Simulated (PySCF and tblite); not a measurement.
The numbers below are computed, except where a source is named.
# Rotation: stationary points, barriers and rates

System: C₅H₈BFO₂, numbered as in [OH:1][B:2]([OH:3])[C:4]1=[CH:5][C@H:6]([F:7])[CH2:8][CH2:9]1.

Motion: rotation about the B2–C4 bond (torsion O1–B2–C4–C5 from 176° to 364°, rising). Level: PBE0/pcSseg-1 + D3(BJ), IEF-PCM chloroform on GFN2-xTB stationary points, with GFN2-xTB thermal terms. Rate constants are transition-state-theory values, counting equivalent paths, without tunnelling. Programs: tblite and PySCF.

| point | symmetry | E(GFN2) kcal/mol | E(DFT) kcal/mol | ZPE change kcal/mol | lowest mode cm⁻¹ | dipole D |
| --- | --- | --- | --- | --- | --- | --- |
| start | C1 | 0.0 | 0.0 | 0.00 | 33 | 4.75 |
| saddle | C1 | 1.9 | 3.5 | -0.10 | 39i | 5.10 |
| end | C1 | 0.0 | 0.0 | 0.00 | 33 | 4.75 |

- Electronic barrier: 3.5 kcal/mol
- Barrier with zero-point energy: 3.4 kcal/mol
- ΔH‡ (298 K): 2.9 kcal/mol
- ΔS‡ (298 K, symmetry apart): -3.6 cal/(mol K)
- Paths: 2 equivalent paths
- End point: the same structure with atoms interchanged, or its mirror image
- Mean lifetime of the start against this motion at 298 K: 62 ps
- Cost: 66 s on 1 thread of Intel Xeon Platinum 8488C, on a host shared with other jobs (rough), peak memory 0.97 GiB, launched as `OMP_NUM_THREADS=1 python ens_run.py task.json out`

```csv
T/K,ΔG‡ kcal/mol,k s⁻¹
200,3.7,8×10⁸
250,3.8,4.9×10⁹
298,3.9,1.6×10¹⁰
350,4.1,4.1×10¹⁰
400,4.2,7.9×10¹⁰
```

ΔG and ΔG‡ leave out symmetry numbers and mirror images; rates count paths: 2 out.
